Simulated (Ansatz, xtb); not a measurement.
## BCl3H5NSi: which of two isomers lies lower

We compare I, `[NH3+][BH2-][Si](Cl)(Cl)Cl`, a singlet, with II, `[SiH3][NH2+][B-](Cl)(Cl)Cl`, a singlet. Both are isolated molecules in the gas phase, relaxed with PBE0-D4/def2-SVP.

**Question.** Estimate which is lower in electronic energy at CCSD(T)/def2-SVP + ΔMP2/def2-TZVPP, and by roughly how much.

**Answer.** The CCSD(T)/def2-SVP + ΔMP2/def2-TZVPP calculation puts structure I lower, by 11.2 kcal/mol.

Level by level:

```tsv
level	geometry	E(II) − E(I) (kcal/mol)	departure from the last row (kcal/mol)	job, with rough time for the two
GFN2-xTB	GFN2-xTB	+3.5	−7.7	optimisation, 0.18 s
HF/STO-3G	GFN2-xTB	+0.1	−11.0	single point, 0.5 s
r2SCAN-D4/def2-SVP	GFN2-xTB	+8.5	−2.7	single point, 5.8 s
PBE0-D4/def2-SVP	PBE0-D4/def2-SVP	+8.5	−2.7	optimisation, 64 s
HF/def2-SVP	PBE0-D4/def2-SVP	+4.4	−6.7	part of the CCSD(T) run
MP2/def2-SVP	PBE0-D4/def2-SVP	+2.3	−8.9	part of the CCSD(T) run
CCSD(T)/def2-SVP	PBE0-D4/def2-SVP	+2.8	−8.3	single point
CCSD(T)/def2-SVP + ΔMP2/def2-TZVPP	PBE0-D4/def2-SVP	+11.2		single point, 54 s
```

As drawn, II has 1 N–Si, 3 B–Cl, 3 Si–H in place of 1 B–Si, 3 Cl–Si, 1 N–H, 2 B–H.

HF/STO-3G finds them nearly level. The largest departure from CCSD(T)/def2-SVP + ΔMP2/def2-TZVPP is that of HF/STO-3G, 11.0 kcal/mol. The last row adds to CCSD(T) the change of the MP2 difference between the two basis sets, here +8.3 kcal/mol, a large step that makes the value less sure.

With thermal terms from frequencies at re-optimised GFN2-xTB minima (ideal gas, soft modes damped towards free rotors, one conformer each, 298.15 K, 1 atm): on the last row, ΔE + ΔZPE = +7.2, ΔH = +6.9, ΔG = +7.9 kcal/mol.

The correlated steps freeze 22 core orbitals. Run with Ansatz 0.2.0, xtb 6.7.1; the last row on 2 threads of Arm Neoverse V2 on a shared host.
